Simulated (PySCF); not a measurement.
Correlation energy of Ga⁺ (gallium, charge +1)

[Ar] 3d10 4s1 4p1, high-spin 3P determinant (an excited configuration). Computed with PySCF 2.14 in x2c-TZVPPall (6s5p4d1f, 48 functions), with scalar relativity by spin-free X2C-1e. Frozen: [Ne]; 20 electrons correlated.

| level | correlation energy (mhartree) |
| --- | --- |
| CCSD | -264.82 |
| (T) | -6.72 |
| CCSD(T) | -271.54 |

Diagnostics: T1 = 0.0090, D1 = 0.0191, largest double amplitude 0.033.

Cost of the coupled-cluster step: about 9 core-seconds, for 20 correlated electrons.

The basis was made for the ground configuration and has no added diffuse functions, which can raise the energy of the promoted electron.

This basis was not built for core-valence correlation, so the inner-shell part is incomplete.
